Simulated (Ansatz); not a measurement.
H2FNSi, SMILES `N[Si]F` (lower singlet) (charge 0, multiplicity 1). This singlet lies 2.76 eV below the relaxed triplet at the level frozen-core CCSD(T)/cc-pVTZ // PBE0-D3(BJ)/def2-TZVP (Ansatz, a first-principles code).

Z-matrix (Å, degrees):
```
N
H 1 1.0081
H 1 1.0103 2 112.85
Si 1 1.7022 2 122.14 3 -179.99
F 4 1.6221 1 98.49 2 179.97
```
Charge 0, spin multiplicity 1.

Frozen-core energies in 6-31g from Ansatz at a geometry from PBE0-D3(BJ)/def2-TZVP; the HF reference has <S^2> = 0.00 and the T1 diagnostic is 0.017.

```
level    energy (Ha)
-------  -----------
HF        -443.95078
MP2       -444.22924
CCSD      -444.24306
CCSD(T)   -444.24858
```

Question: Estimate the energies of CCSDT, CCSDT(Q) and CCSDTQ, and give each level's difference from CCSDTQ.

Answer: 
| level | energy (Ha) | difference from CCSDTQ (mHa) |
|---|---|---|
| MP2 | -444.22924 | 20.59 |
| CCSD | -444.24306 | 6.77 |
| CCSD(T) | -444.24858 | 1.26 |
| CCSDT | -444.24897 | 0.87 |
| CCSDT(Q) | -444.24994 | -0.10 |
| CCSDTQ | -444.24984 | 0.00 |
